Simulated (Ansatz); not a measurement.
Abridged output of a molecular run in Ansatz:

```
Functional definition: HF
1173 factors; integrals over basis functions are off by at most 1.2e-3 eV
mean field evaluation 1: about -64027.2924 eV, gradient 4.2e1 eV
mean field evaluation 2: about -64027.3380 eV, gradient 4.2e1 eV
mean field evaluation 4: about -64030.9049 eV, gradient 3.5e0 eV
mean field evaluation 8: about -64030.9477 eV, gradient 1.8e-1 eV
mean field evaluation 16: about -64030.8774 eV, gradient 9.9e-1 eV
mean field -64030.94787174 eV, -2353.0939325513 hartree, gradient 7.9e-6 eV, S^2 0.000000; 0 other end points of the search recorded, 0 dependent functions left out
13 core orbitals not correlated: weight in the atoms' cores, before any rotation towards them, 1.000 or more for the frozen orbitals, at most 0.000 for the correlated occupied ones
reference -64030.94787174 eV, -2353.0939325513 hartree; 21, 21 occupied and 84, 84 virtual orbitals, 1173 factors
second order -24.18180628 eV of doubles, -0.00000000 eV of singles
cycle   1  -24.28908766 eV  change   -1.1e-1 eV  update   1.1e-1
cycle   2  -24.85839376 eV  change   -5.7e-1 eV  update   3.1e-2
cycle   3  -24.99194170 eV  change   -1.3e-1 eV  update   1.6e-2
cycle   4  -24.98630408 eV  change    5.6e-3 eV  update   3.0e-3
cycle   5  -24.98571451 eV  change    5.9e-4 eV  update   1.2e-3
cycle   6  -24.98592567 eV  change   -2.1e-4 eV  update   2.9e-4
cycle   7  -24.98583321 eV  change    9.2e-5 eV  update   1.0e-4
cycle   8  -24.98581384 eV  change    1.9e-5 eV  update   3.0e-5
perturbative correction -0.56523304 eV, -0.0207719313 hartree
Total energy: -64056.49891863 eV, -2354.0329162051 hartree
```

Its atoms:

Cartesian coordinates in Å:
```
C -1.076 -1.120 -0.730
Ge 0.412 -0.355 0.224
C 0.576 1.550 0.458
F 0.460 -1.085 1.799
F 1.869 -0.919 -0.534
H -0.969 -2.205 -0.742
H -1.097 -0.751 -1.756
H -2.014 -0.859 -0.236
H 0.636 2.045 -0.512
H 1.485 1.760 1.023
H -0.283 1.938 1.006
```

(1) Which basis set was used?
A. def2-SVP
B. def2-TZVPP
C. def2-QZVPP
D. cc-pV(T+d)Z

(2) Write the keys of the input that set method, charge and spin (a neutral closed shell needs none for the last two).

Results:

(1) A. It gives 118 functions.

(2) 
```yaml
correlation: {method: ccsd_t}
```
